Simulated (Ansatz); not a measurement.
Compare A (`C#CC[SeH]`) with its isomer B (`CC1=C[Se]1`).

Computed with Ansatz on PBE0-D4/def2-TZVP structures; ΔE is electronic, products minus reactants. CCSD(T)/CBS is the MP2 limit (def2-TZVPP, def2-QZVPP) plus CCSD(T) − MP2 in def2-TZVPP, frozen cores. DFT in def2-TZVPP. B3LYP here is the variant with VWN-RPA as its local correlation; programs differ in this. For Se outer-core shells are correlated without core-valence functions, which leaves a few kJ/mol of doubt a bond. Scalar relativity is left out up to krypton. One conformer a species, not always the lowest.

A:

```xyz
8

C     2.048    0.551   -0.060
C     0.910    0.235    0.152
C    -0.461   -0.146    0.383
Se   -1.389   -0.296   -1.353
H     3.059    0.833   -0.239
H    -0.975    0.605    0.982
H    -0.515   -1.112    0.885
H    -2.677   -0.670   -0.751
```

B:

Z-matrix (Å, degrees):
```
C
C 1 1.458
H 1 1.093 2 110.2
H 1 1.093 2 110.6 3 -120.8
H 1 1.093 2 110.2 3 118.5
C 2 1.272 1 154.0 3 120.7
Se 2 1.999 1 135.6 3 -59.3
H 6 1.075 2 150.7 1 0.0
```

Problem. Which isomer does CCSD(T)/CBS put lower? Give the gap. (An estimate is asked.)

Solution. Computed: A, by 4.0 kcal/mol.

Problem. Give E(B) − E(A) in kcal/mol with CCSD(T)/def2-TZVPP, MP2/def2-TZVPP, BLYP-D4, B2PLYP, B3LYP, r2SCAN-D4, PBE-D4. (Estimate.)

Solution. Ansatz gave: CCSD(T)/def2-TZVPP 4.8, MP2/def2-TZVPP 3.3, BLYP-D4 3.4, B2PLYP 4.3, B3LYP 4.0, r2SCAN-D4 1.4, PBE-D4 -0.4. The order is the other way round with PBE-D4.

Problem. Does the order hold for the free energy at 298.15 K (harmonic terms from PBE0-D4)? (Best estimate.)

Solution. The calculation gave: Yes: G(B) − G(A) = +6.1 kcal/mol, for one conformer each.

Largest T1 diagnostic: 0.010.

From PBE to PBE0 (25 % exact exchange), in def2-TZVPP and without D4, E(B) − E(A) moves by +0.8 kcal/mol. At CCSD(T), def2-SVP lies +1.7 kcal/mol from the extrapolated value and def2-TZVPP +0.8 kcal/mol.
